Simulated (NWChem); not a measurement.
A series in which one site is exchanged, each optimised at PBE0/def2-SVP with NWChem, gas phase unless a solvent is named. For some, no frequency run checked for a minimum. def2 effective core potentials on I; no spin-orbit coupling.

A: FB(I)I (BI2F; site = F)
B: IB(I)I (BI$_{3}$; site = I)
C: IBI (BHI2; site = H)
D: ClB(I)I (BI$_{2}$Cl; site = Cl)

```tsv
quantity	A	B	C	D
dipole (D), PBE0/def2-SVP	0.35	?	0.10	0.03
orbital gap (eV), PBE0/def2-SVP	6.04	?	5.26	5.36
static polarisability, CAM-B3LYP/def2-SVPD (bohr³)	83.2	?	85.1	97.3
lowest singlet excitation, CAM-B3LYP/def2-SVPD, TDA (eV)	4.75	?	4.07	4.15
```

Task: Fill in the missing entries.

Result: 
- dipole (D), PBE0/def2-SVP, B: 0.00
- orbital gap (eV), PBE0/def2-SVP, B: 4.85
- static polarisability, CAM-B3LYP/def2-SVPD (bohr³), B: 119.5
- lowest singlet excitation, CAM-B3LYP/def2-SVPD, TDA (eV), B: 3.76
